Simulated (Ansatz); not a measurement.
System: GeNH₃Br, charge 0, doublet. GeNH3Br (SMILES [Br][GeH][NH2], doublet).
B3LYP-D3(BJ)/def2-TZVP minimum from Ansatz (a program for electronic structure):
```xyz
6

Ge    -0.0267    -0.8164     0.6216
N      1.6195    -1.4193     0.0303
Br    -0.4122     1.1490    -0.6221
H      0.2104    -0.4017     2.1134
H      1.7232    -1.5431    -0.9683
H      2.0117    -2.2109     0.5251
```
Charge 0, spin multiplicity 2.

Total energies in cc-pVDZ, 19 correlated electrons, 29 frozen orbitals. Open shells are spin-unrestricted; no spin-orbit coupling. Cores are frozen in correlated methods (noble-gas shells, and filled d and f shells in the p block). No relativity. Spin-orbit terms, left out, reach several kcal/mol for Br and I, and more for heavier atoms.

```tsv
method	program	energy (Eh)	minus CCSDT(Q) (mEh)
HF	Ansatz	-4703.94676	410.71
MP2	Ansatz	-4704.31217	45.30
CCSD	Ansatz	-4704.34521	12.27
CCSD(T)	Ansatz	-4704.35549	1.99
CCSDT(Q)	Ansatz	-4704.35747	0.00
```

Rough core times of Ansatz's runs on a shared machine: CCSD(T) under 20 s, CCSDT(Q) 10 min.
